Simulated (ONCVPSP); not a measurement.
# bismuth: ONCV pseudisation with PBE, fully relativistic reference atom.

```json
{
  "Element": "Bi (Z = 83)",
  "Generator": "ONCVPSP 4.0.1",
  "Type": "optimised norm-conserving Vanderbilt (ONCV)",
  "Functional": "PBE",
  "Relativity": "fully relativistic",
  "Frozen core": "[Kr] 4d10 4f14",
  "Valence charge": "23",
  "Reference configuration": "5s2 5p6 5d10 6s1.75 6p3.25",
  "Partial waves": "5s+6s: rc 1.40 bohr, ncon 4, nbas 7, qcut 6.5 1/bohr, 2 projectors; 5p+6p: rc 1.50 bohr, ncon 4, nbas 8, qcut 9.2 1/bohr, 2 projectors; 5d: rc 1.20 bohr, ncon 4, nbas 8, qcut 7.3 1/bohr, 2 projectors, debl 3.9 Ha",
  "Local potential": "polynomial inside 0.90 bohr (lpopt 5, dvloc0 0 Ha)",
  "Core correction": "polynomial model core, fcfact 0.15"
}
```

Open shells are filled in proportion to 2j + 1.

* Cutoffs needed: 36 Ha and 78 Ha (the cutoffs (Ha) at which the residual kinetic energy of the hardest occupied pseudo-wave falls to 1 and 0.1 mHa per electron)
* Ghost test: no bound ghost flagged; GHOST(+) flagged for s at 14.6 eV, p3/2 at 270.8 eV
* Largest excitation error: -8.0 meV (all-electron minus pseudo) for 5s2 5p6 5d10 6s1 6p0, out of 4 test configurations
* rms error of d²Exc/dni dnj: 8.10 mHa without and 2.19 mHa with the model core
